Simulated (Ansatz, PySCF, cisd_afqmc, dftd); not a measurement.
System: SiO2, charge 0, singlet. SiO2 (SMILES O=[Si]=O).
B3LYP-D3(BJ)/def2-TZVP minimum from Ansatz (a first-principles code):
```
Si
O 1 1.5101
O 1 1.5101 2 180.00
```

Property: enthalpy of formation at 298 K (by atomisation, with ideal-gas terms from PySCF's Hessian at B3LYP-D3(BJ)/def2-TZVP and the atoms' measured values of the G2/97 table; no spin-orbit terms), in kJ/mol. Radicals and triplets start from unrestricted determinants; spin-orbit coupling is neglected. Correlated methods leave the cores frozen. Rows without X2C or -DK are non-relativistic. The Monte Carlo rows (phaseless AFQMC, CISD trial, step 0.005/hartree) carry one-sigma bars that omit the constraint's bias. Outlying blocks are dropped, and bars are widened where a walk drifts. Over all cases where full CI ran beside it in this data, AFQMC minus full CI had a median of +0.1 mEh and passed +0.4 mEh in a tenth of the cases. CBS(X,Y): correlation extrapolated as X^-3, Hartree-Fock from the larger set (Q,5: extrapolated as (X+1)exp(-9√X)). A bracket is a step between two methods taken in the basis named. Functionals run without relativity, which enters their misses. Double hybrids freeze cores in their MP2 part. '+ core + X2C': CCSD(T) terms for core correlation (cc-pwCVTZ, 1s frozen past Ne) and scalar relativity (cc-pVTZ-DK). The T1 diagnostic of O2Si (O=[Si]=O, singlet) reaches 0.027 in the sets run.

```csv
level,program,enthalpy of formation at 298 K (kJ/mol),difference against the last row
PBE/def2-TZVPD,Ansatz,-335.6,-45.7
B3LYP-D3(BJ)/def2-TZVPD,Ansatz + dftd3,-258.3,31.6
PBE0-D3(BJ)/def2-TZVPD,Ansatz + dftd3,-235.5,54.4
r2SCANh-D4/def2-TZVPD,Ansatz + dftd4,-246.5,43.4
wB97M-V/def2-TZVPD,Ansatz,-270.8,19.1
B2GP-PLYP-D3(BJ)/def2-TZVPD,Ansatz + dftd3,-268.0,21.9
"MP2/CBS(cc-pV(Q+d)Z,cc-pV(5+d)Z)",Ansatz,-405.1,-115.2
CCSD/cc-pV(5+d)Z,Ansatz,-216.1,73.8
"CCSD/CBS(cc-pV(T+d)Z,cc-pV(Q+d)Z)",Ansatz,-223.5,66.4
"CCSD/CBS(cc-pV(Q+d)Z,cc-pV(5+d)Z)",Ansatz,-228.8,61.1
"CCSD(T)/CBS(cc-pV(Q+d)Z,cc-pV(5+d)Z) + core + X2C",Ansatz,-288.0,1.9
CCSDT(Q)/cc-pV(D+d)Z,Ansatz,-88.6,201.3
AFQMC/CISD/cc-pV(T+d)Z,cisd_afqmc,-227.4 ± 1.1,62.5
"CCSD(T)/CBS(cc-pV(Q+d)Z,cc-pV(5+d)Z) + [AFQMC/CISD - CCSD(T)]/cc-pV(T+d)Z + core + X2C",Ansatz + cisd_afqmc,-293.1 ± 1.1,-3.2
"CCSD(T)/CBS(cc-pV(Q+d)Z,cc-pV(5+d)Z) + [CCSDT(Q) - CCSD(T)]/cc-pV(T+d)Z + [CCSDTQ - CCSDT(Q)]/cc-pV(D+d)Z + core + X2C",Ansatz,-289.9,0.0
```
